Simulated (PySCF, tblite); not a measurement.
Isomers of C7H10NP, one GFN2-xTB conformer each. Single-point energies are computed at PBE0/pcSseg-1 (PySCF, gas phase, no added dispersion term), electronic only.

```csv
SMILES,GFN2-xTB relative energy (kJ/mol)
C#C[P@]1(=N)C[C@H](C=C)C1,289.5
C=CP1(=N)C=CCC=C1,187.7
CC(C)c1cnccp1,14.9
CCc1cpcnc1C,0.0
```

Conformers: `[CH:1]#[C:2][P@:3]1(=[NH:4])[CH2:5][C@H:6]([CH:7]=[CH2:8])[CH2:9]1` with C5–C6–C7–C8 129°, C2–P3–C5–C6 -91°, P3–C5–C6–C7 102°, C5–C6–C9–P3 14°, C2–P3–C9–C6 91°; `[CH2:1]=[CH:2][P:3]1(=[NH:4])[CH:5]=[CH:6][CH2:7][CH:8]=[CH:9]1` with C1–C2–P3–N4 -179°; `[CH3:1][CH:2]([CH3:3])[c:4]1[cH:5][n:6][cH:7][cH:8][p:9]1` with C1–C2–C4–C5 -62°; `[CH3:1][CH2:2][c:3]1[cH:4][p:5][cH:6][n:7][c:8]1[CH3:9]` with C1–C2–C3–C4 -86°.

Problem. What does PBE0/pcSseg-1 give for the same structures?

Solution. 
| SMILES | PBE0/pcSseg-1 E (Eh) | PBE0/pcSseg-1 (kJ/mol) | GFN2-xTB (kJ/mol) | point group |
| --- | --- | --- | --- | --- |
| CCc1cpcnc1C | -668.27995 | 0.0 | 0.0 | C1 |
| CC(C)c1cnccp1 | -668.27746 | 6.5 | 14.9 | Cs |
| C=CP1(=N)C=CCC=C1 | -668.20793 | 189.1 | 187.7 | near Cs |
| C#C[P@]1(=N)C[C@H](C=C)C1 | -668.15026 | 340.5 | 289.5 | near Cs |

Both levels put the same isomer lowest; measured from each level's own lowest isomer, the values differ by up to 51.0 kJ/mol (C#C[P@]1(=N)C[C@H](C=C)C1: 289.5 against 340.5). As drawn, the lowest has an aromatic ring, which the highest lacks; the highest has a four-membered ring, a C≡C bond and an N–H bond, which the lowest lacks. Neighbours under 10 kJ/mol apart (CCc1cpcnc1C and CC(C)c1cnccp1) can change places with a better method, another conformer or zero-point energy.

Problem. Which frontier levels, dipoles and rotational constants go with these structures?

Solution. 
| SMILES | HOMO (eV, PBE0/pcSseg-1) | LUMO (eV) | dipole (D) | A, B, C (MHz) |
| --- | --- | --- | --- | --- |
| CCc1cpcnc1C | -6.86 | -1.59 | 2.57 | 2159, 1165, 811.3 |
| CC(C)c1cnccp1 | -7.29 | -1.94 | 1.21 | 2511, 1036, 870.6 |
| C=CP1(=N)C=CCC=C1 | -6.17 | -0.74 | 4.47 | 2047, 1197, 1106 |
| C#C[P@]1(=N)C[C@H](C=C)C1 | -6.55 | -0.18 | 3.12 | 2262, 1059, 830.0 |

Problem. What happens when harmonic zero-point energies from GFN2-xTB frequencies are added?

Solution. 
```csv
SMILES,ZPE (kJ/mol),electronic (kJ/mol),with ZPE (kJ/mol)
CCc1cpcnc1C,402.0,0.0,0.0
CC(C)c1cnccp1,402.2,6.5,6.7
C=CP1(=N)C=CCC=C1,387.8,189.1,174.8
C#C[P@]1(=N)C[C@H](C=C)C1,385.2,340.5,323.7
```

The zero-point energies span 17.0 kJ/mol. The order is unchanged.
